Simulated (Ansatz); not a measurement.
Reaction (ligand exchange at the Al–O bond): `[BH2][AlH][OH]` + CH₃OH → `[BH2][AlH][O]C` + H₂O

Calculated with Ansatz (gas phase, PBE0-D4/def2-TZVP geometries, no zero-point term in ΔE). CCSD(T)/CBS adds triple-zeta CCSD(T) − MP2 to the extrapolated MP2 energy (def2 sets, frozen cores). This one scheme is used for every species. DFT in def2-TZVPP. One conformer a species, not always the lowest.

(1) Is it downhill or uphill in electronic energy at CCSD(T)/CBS, and by how much? (Estimate.)

(2) What do these levels give: PBE-D4, r2SCAN-D4, B2PLYP, revPBE, BHLYP, SCS-MP2/def2-QZVPP? (An estimate is asked.)

Largest T1 diagnostic among the species: 0.012.

## Answers

(1) Ansatz gave: Uphill: ΔE = +3.4 kJ/mol.

(2) Computed: PBE-D4 3.7, r2SCAN-D4 4.4, B2PLYP 6.1, revPBE 7.5, BHLYP 7.3, SCS-MP2/def2-QZVPP 4.6 kJ/mol.

The D4 term adds −4.1 kJ/mol with B3LYP and −2.4 kJ/mol with PBE0; it sums over pairs of atoms, weighted by their polarisabilities, and B3LYP, whose exchange is more repulsive, gets the larger term. In def2-TZVPP, CCSD(T) changes the Hartree–Fock value by −4.2 kJ/mol (the triples alone add −0.8 kJ/mol) and MP2 by −4.3 kJ/mol. Leaving LDA and LC-ωPBE aside and taking each functional with its dispersion term where it has one, the values, not all of them listed here, spread over 3.4 kJ/mol, from BLYP-D4 to B2PLYP. LDA lies −3.0 kJ/mol from PBE without D4.

B3LYP here is the variant with VWN-RPA as its local correlation; programs differ in this.
